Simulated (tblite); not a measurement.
Species: C5H11P2 (charge +1).
Numbering: `[CH:1]#[C:2][CH2:3][P@H+:4]([PH2:5])[CH2:6][CH3:7]` (hydrogens: H8 on C1; H9, H10 on C3; H11 on P4; H12, H13 on P5; H14, H15 on C6; H16, H17, H18 on C7)

Structure used (GFN2-xTB), in Å, numbered top down from 1:
```xyz
18
C5H11P2 angstrom
C     -3.6383    0.5096    0.3289
C     -2.7175   -0.0479   -0.1947
C     -1.5865   -0.7126   -0.8135
P     -0.0383   -0.0122   -0.1326
P      0.1633    2.0640   -0.6996
C      1.3904   -0.9719   -0.7371
C      2.6971   -0.3559   -0.2448
H     -4.4727    0.9735    0.7676
H     -1.6187   -1.7895   -0.6135
H     -1.5964   -0.5499   -1.8981
H     -0.1104   -0.2558    1.2327
H      0.8668    2.3807    0.4684
H     -1.0830    2.3691   -0.1389
H      1.3525   -0.9693   -1.8314
H      1.2906   -2.0054   -0.3919
H      3.5388   -0.9486   -0.5938
H      2.8202    0.6574   -0.6272
H      2.7333   -0.3292    0.8431
```

Method: GFN2-xTB as coded in tblite; computed harmonic values from a numerical Hessian at the method's own geometry, unscaled. Against measured fundamentals such values can be off by several per cent, at times by over 20. Modes of hydrogen on phosphorus can be 10 to 20 % off. One conformer, not necessarily the lowest.

Harmonic wavenumbers (cm⁻¹): 43.3, 64.0, 87.4, 113.8, 149.4, 166.4, 194.8, 246.1, 292.8, 295.4, 376.1, 469.3, 652.5, 669.4, 672.0, 686.0, 719.7, 754.0, 778.3, 781.4, 816.8, 871.1, 981.7, 996.6, 1005.4, 1059.2, 1067.7, 1077.2, 1177.2, 1193.4, 1234.8, 1359.6, 1396.1, 1416.6, 1471.5, 1481.6, 2242.6, 2281.3, 2282.9, 2320.4, 2909.9, 2921.7, 2935.7, 2944.6, 3011.6, 3028.9, 3058.6, 3382.9.

A = 2745, B = 1089, C = 840.1 MHz; mass 133.034 u (most abundant isotopes); point group C1, symmetry number 1.

**Question.** Zero-point energy?

**Answer.** Half the sum of the wavenumbers: 30070 cm⁻¹ = 359.72 kJ/mol.

**Question.** Entropy at 273.15 K, 1 bar (ideal gas, RRHO, classical rotation)?

**Answer.** Translation 168.03, rotation 121.24, vibration 129.04: S = 418.3 J/(mol K).

**Question.** And Cp and H(273.15 K) − H(0)?

**Answer.** Cp = 158.11 J/(mol K), of which vibrations give 124.85 (their classical limit is 48 R = 399.1); H(273.15 K) − H(0) = 27.27 kJ/mol without the zero-point energy, 18.19 from vibrations.

**Question.** Which modes carry the vibrational entropy at 273.15 K?

**Answer.** 43.3 cm⁻¹: 20.62; 64.0 cm⁻¹: 17.39; 87.4 cm⁻¹: 14.84; 113.8 cm⁻¹: 12.69; 149.4 cm⁻¹: 10.52; 166.4 cm⁻¹: 9.67 J/(mol K); the other 42 give 43.30 together.

**Question.** Blend soft modes into free rotors: weight 1/[1 + (100 cm⁻¹/ν̃)⁴] for the oscillator and the rest for a rotor with moment μB/(μ + B), μ = h/(8π²ν), B = 10⁻⁴⁴ kg m². What vibrational entropy results?

**Answer.** 117.95 J/(mol K) in place of 129.04, which changes −T·S at 273.15 K by +3.03 kJ/mol.

**Question.** How do the functions run with temperature in this model?

**Answer.** 
| T (K) | S (J/(mol K)) | Cp (J/(mol K)) | H − H(0) (kJ/mol) | G − H(0) (kJ/mol) | ln q(vib) |
| --- | --- | --- | --- | --- | --- |
| 150 | 340.1 | 108.3 | 10.90 | -40.12 | 3.77 |
| 250 | 404.7 | 148.6 | 23.72 | -77.46 | 6.83 |
| 298.15 | 432.6 | 168.2 | 31.35 | -97.63 | 8.24 |
| 400 | 487.5 | 206.2 | 50.47 | -144.52 | 11.14 |
| 600 | 582.4 | 262.1 | 97.67 | -251.77 | 16.53 |
| 900 | 699.9 | 316.6 | 185.12 | -444.75 | 23.87 |

q(vib) and H(0) count from the zero-point level.

**Question.** What must be added to the electronic energy to get the Gibbs energy at 273.15 K and 1 bar?

**Answer.** ZPE + [H(273.15 K) − H(0)] − T·S = 359.72 + 27.27 − 114.26 = 272.73 kJ/mol.

Hindered rotation and anharmonicity are outside this model. Other conformers, if any are populated, would add a mixing term that is left out. The structure is chiral; the term R ln 2 for an equal mix with its mirror image is left out.
